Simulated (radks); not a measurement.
Results of a calculation; reference values are marked as such.
Task: These are the eigenvalues of the occupied orbitals of an atom or ion with whole-number occupations (hartree). Level of theory: Dirac Kohn-Sham, PBE, spin-unpolarised, spherical densities, finite nucleus; Fermi nuclear charge, rms radius of each element as measured or else 0.836 A^(1/3) + 0.57 fm (a radial shooting solver on a logarithmic mesh with Libxc functionals).

orbital  eigenvalue
1s1/2     -846.4467
2s1/2     -122.9200
2p1/2     -113.8294
2p3/2     -108.5147
3s1/2     -22.19364
3p1/2     -18.63530
3p3/2     -17.72106
3d3/2     -11.42157
3d5/2     -11.24129
4s1/2      -3.31037
4p1/2      -2.23216
4p3/2      -2.08941
4d3/2      -0.50681
4d5/2      -0.49207

Which element is it, and in what charge state? The configuration may be excited. Open shells, if any, fill j = l - 1/2 first.

Result: Z = 45, rhodium, charge +1: Rh+ in [Kr] 4d8. The list shows which subshells hold electrons but not how many an open one holds; the 1s level, -846.45 hartree, gives Z - s = 41.1 by -(Z - s)^2/2, which with screening and relativity narrows Z to a few neighbours, and the depths of the outer levels then fix element, charge and occupations together.
